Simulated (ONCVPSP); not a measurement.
# Before and after: ONCV potential for indium

ONCVPSP 4.0.1 input, shortened (lines: element, Z, core and valence counts, functional; n l f; lmax; l rc ep ncon nbas qcut; lloc lpopt rc5 dvloc0; l nproj debl; icmod fcfact rcfact), PBE, scalar-relativistic:

```
  In 49.00    8    3        4      upf
    1    0    2.00
    2    0    2.00
    2    1    6.00
    3    0    2.00
    3    1    6.00
    3    2   10.00
    4    0    2.00
    4    1    6.00
    4    2   10.00
    5    0    2.00
    5    1    1.00
    2
    0    2.20    0.00    4    9    3.20
    1    2.10    0.00    4    8    3.50
    2    1.25    0.00    5    9   10.00
    4    5    0.95    0.00
    0    2    1.10
    1    2    3.20
    2    2    0.60
    3    5.25    1.55
```

In the d channel the program set the typed energies aside and used -0.684, 0.250 Ha.

Change: functional PBEsol. In the d channel the program set the typed energies aside and used -0.683, 0.250 Ha.

Cutoffs: the cutoffs (Ha) at which the residual kinetic energy of the hardest occupied pseudo-wave falls to 1 and 0.1 mHa per electron; they do not see the model core or the augmentation charge, which bear on the density cutoff. Errors are all-electron minus pseudo energies relative to the spin-unpolarised reference configuration.

Problem. How do hardness, ghosts and transferability respond?

Solution. The potential gets neither clearly harder nor softer (40 Ha and 47 Ha → 40 Ha and 47 Ha); both files keep a bound ghost (p, s); of the 3 tests that both files solve, the error grows in 1 and shrinks in 2 by more than 15 % and 0.3 meV (median size 9.6 → 6.1 meV).

```csv
quantity,base,changed
"cutoff, loose",40 Ha,40 Ha
"cutoff, tight",47 Ha,47 Ha
loose cutoff by channel,"s 5.3 Ha, p 4.0 Ha, d 40 Ha","s 5.3 Ha, p 4.0 Ha, d 40 Ha"
bound ghosts,"s, p","s, p"
GHOST(+) flags under 300 eV,none,none
tests with a reliable result,3 of 4,3 of 4
"error for 4d10 5s2 5p0, meV [ΔE 5.36 eV]",-2.2,-2.7
"error for 4d10 5s1 5p0, meV [ΔE 24.60 → 24.64 eV]",-27,-18
"error for 4d10 5s1 5p1, meV [ΔE 11.96 → 12.02 eV]",-9.6,-6.1
s: phases at 2.23 bohr within 0.05 rad from the reference energy up to (Ha; the scan ends near 5),2.6,2.6
p: phases at 2.14 bohr within 0.05 rad from the reference energy up to (Ha; the scan ends near 5),4.4,4.4
d: phases at 1.27 bohr within 0.05 rad from the reference energy up to (Ha; the scan ends near 5),to the end of the scan,to the end of the scan
"rms error of d²Exc/dni dnj with the model core, mHa",0.64,0.50
```

 A true bound ghost makes a file unfit for plane-wave use even where its test errors are small: the radial tests pick states by their node count and pass the ghost by.
